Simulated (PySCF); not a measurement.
AlI₃, singlet, at a GFN2-xTB geometry (such geometries of metal compounds can be far from the true shape) (core potentials on I). Base run: PySCF with DF-R2SCAN/def2-SVP.

The PySCF input:
```python
from pyscf import gto, scf, dft

mol = gto.Mole()
mol.atom = '''
    Al   -0.00000000   -0.00000000   -0.00000000
    I    -2.05711704   -1.44131268   -0.05276184
    I     0.00659413    2.22306763   -1.17039456
    I     2.05052292   -0.78175495    1.22315640
'''
mol.basis = 'def2-svp'
mol.ecp = {'I': 'def2-svp'}
mol.verbose = 4
mol.symmetry = True
mol.build()

mf = dft.RKS(mol)
mf.xc = 'r2scan'
mf = mf.density_fit(auxbasis='def2-universal-jkfit')
mf.kernel()
mf.analyze()
```

Variants of this job, named by their change:

```csv
change,ΔE vs base (eV),point group used,SCF cycles,outcome
base,0.00,C2v,10,converged
symmetry = off,0.00,C1,10,converged
irrep_nelec = A1:36 A2:8 B1:28 B2:16,17.12,C2v,12,converged
irrep_nelec = A1:36 A2:10 B1:28 B2:14,-,-,17,not converged
irrep_nelec = A1:36 A2:10 B1:24 B2:18,10.48,C2v,15,converged
irrep_nelec = A1:36 A2:12 B1:24 B2:16,28.20,C2v,19,converged
symmetry_subgroup = Cs,0.00,Cs,10,converged
symmetry_subgroup = C2,0.00,C2,10,converged
```
